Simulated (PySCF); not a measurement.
One molecule, one basis, several functionals.

Compound: TMS, C4H12Si.
SMILES: `C[Si](C)(C)C`

PySCF, aug-cc-pVDZ basis, density fitting, gas phase, GFN2-xTB geometry. One functional is left out:

```
functional  exact exchange (%)  HOMO energy (eV)  LUMO energy (eV)
     B97-D                   0             -6.98             -0.57
      BLYP                   0             -6.90             -0.70
      BP86                   0             -7.10             -0.56
      OPBE                   0             -6.97             -0.69
     B3LYP                  20             -8.08             -0.42
     B97-2                  21             -8.03             -0.16
 BHandHLYP                  50             -9.50              0.08
```

Question: Predict the row of mPW1PW91 (25 % exact exchange) by straight lines through the other rows, and check it.

Answer: 
```
        property   line  computed  computed − line  B97-2 (21 %), for comparison
HOMO energy (eV)  -8.26     -8.30            -0.04                         -8.03
LUMO energy (eV)  -0.26     -0.22            +0.04                         -0.16
```

Question: Which of these properties follows the share of exact exchange most closely, and which least?

Answer: Most closely the HOMO energy, least the LUMO energy; the correlations over the tabulated rows are HOMO energy -0.998, LUMO energy 0.949. The HOMO energy moves by -0.505 eV for every 10 %. Functionals with the same share still differ in their other parts: at 0 % BLYP and BP86 differ by 0.20 eV in it.
